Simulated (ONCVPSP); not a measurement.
What one change does to a pseudopotential (Hf, ONCV)

ONCVPSP 4.0.1 input, shortened (lines: element, Z, core and valence counts, functional; n l f; lmax; l rc ep ncon nbas qcut; lloc lpopt rc5 dvloc0; l nproj debl; icmod fcfact rcfact), LDA (Perdew-Wang 92), non-relativistic:

```
  Hf 72.00   10    4  -001012      upf
    1    0    2.00
    2    0    2.00
    2    1    6.00
    3    0    2.00
    3    1    6.00
    3    2   10.00
    4    0    2.00
    4    1    6.00
    4    2   10.00
    4    3   14.00
    5    0    2.00
    5    1    6.00
    5    2    2.00
    6    0    1.00
    2
    0    2.35    0.00    3    7    5.40
    1    2.25    0.00    4    9    5.40
    2    3.00    0.00    3    8    4.10
    4    5    1.80    6.00
    0    2    3.80
    1    2    3.10
    2    2    2.50
    3    5.75    1.50
```

Change: d: rc 3.2.

Cutoffs: the cutoffs (Ha) at which the residual kinetic energy of the hardest occupied pseudo-wave falls to 1 and 0.1 mHa per electron; they do not see the model core or the augmentation charge, which bear on the density cutoff. Errors are all-electron minus pseudo energies relative to the spin-unpolarised reference configuration.

How do hardness, ghosts and transferability respond?

The potential gets neither clearly harder nor softer (9.6 Ha and 11 Ha → 9.6 Ha and 11 Ha); of the 4 tests that both files solve, the error grows in 4 and shrinks in 0 by more than 15 % and 0.3 meV (median size 11.4 → 15.3 meV); neither file shows a bound ghost. More of the atom is replaced by a form fitted at one configuration, so other configurations suffer.

```csv
quantity,base,changed
"cutoff, loose",9.6 Ha,9.6 Ha
"cutoff, tight",11 Ha,11 Ha
loose cutoff by channel,"s 7.6 Ha, p 9.6 Ha, d 6.9 Ha","s 7.6 Ha, p 9.6 Ha, d 6.6 Ha"
bound ghosts,none,none
GHOST(+) flags under 300 eV,none,none
"error for 5s2 5p6 5d2 6s2, meV [ΔE -7.26 eV]",-1.4,-2.2
"error for 5s2 5p6 5d2 6s0, meV [ΔE 13.09 eV]",-4.5,-6.8
"error for 5s2 5p6 5d1 6s0, meV [ΔE 35.86 eV]",+79,+104
"error for 5s2 5p6 5d3 6s1, meV [ΔE -6.27 eV]",+18,+24
s: phases at 2.39 bohr within 0.05 rad from the reference energy up to (Ha; the scan ends near 5),3.3,3.3
p: phases at 2.29 bohr within 0.05 rad from the reference energy up to (Ha; the scan ends near 5),to the end of the scan,to the end of the scan
"rms error of d²Exc/dni dnj with the model core, mHa",1.84,1.93
```
